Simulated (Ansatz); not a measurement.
Z-matrix (Å, degrees):
```
C
Al 1 1.943
H 1 1.091 2 113.1
H 1 1.094 2 109.7 3 121.1
H 1 1.094 2 109.7 3 -121.1
B 2 1.995 1 160.9 3 179.9
O 2 1.816 1 120.4 3 179.9
H 6 1.197 2 166.0 1 -180.0
```

The species carries charge 0 and has multiplicity 1.

Problem. List the PBE0/def2-TZVPP orbital energies in eV (Ansatz 0.2.0). (Best estimate.)

Solution. Computed: Occupied: -1527.83, -522.66, -277.97, -185.31, -113.71, -73.80, -73.70, -73.56, -27.78, -19.49, -13.30, -12.33, -11.55, -11.55, -10.95, -10.45, -9.25, -5.88. Lowest empty: -1.26, -0.83, 0.23, 0.75, 1.74, 2.42, 2.86, 2.89.
